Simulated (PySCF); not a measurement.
# Ionising PbF

UHF-CCSD(T); basis Pb def2-SVP with ECP60, F def2-SVP; scalar-relativistic core potentials; PySCF 2.14. Neutral (UHF): doublet (π ↑), Re = 2.069 Å, ωe = 549 cm⁻¹, De = 3.90 eV.

PbF⁺ (RHF): singlet (closed shell), Re = 2.006 Å, ωe = 632 cm⁻¹. The energies at the minima are -291.47946 hartree for PbF and -291.23769 for PbF⁺.

Question: Work out the adiabatic ionisation energy, without and with harmonic zero-point energies (1 hartree = 27.2114 eV, 1 eV = 8065.5 cm⁻¹), and the change of the bond length.

Answer: At CCSD(T): 0.24177 hartree = 6.579 eV between the minima; the zero-point term (632.0 − 549.0)/2 cm⁻¹ = +0.005 eV makes it 6.584 eV. Re changes by -6.3 pm against the neutral. The electron leaves a π orbital, and the shorter bond of the ion fits an antibonding orbital, or a change in how ionic the bond is.

Correlated steps freeze 5 core orbitals. Correlated levels converge slowly with the basis: in double zeta they bind strong bonds too weakly, by up to about 1 eV, and carry superposition errors of some tenths. Spin–orbit coupling is left out, which matters for elements this heavy, above all for dissociation energies. The CCSD T1 diagnostic is raised in PbF⁺, a sign that a single reference may not be enough there. States were picked by a PBE0 search and need not be the measured ground states.

Neutral and ion stand on different kinds of reference determinant, which adds to the error of the difference.
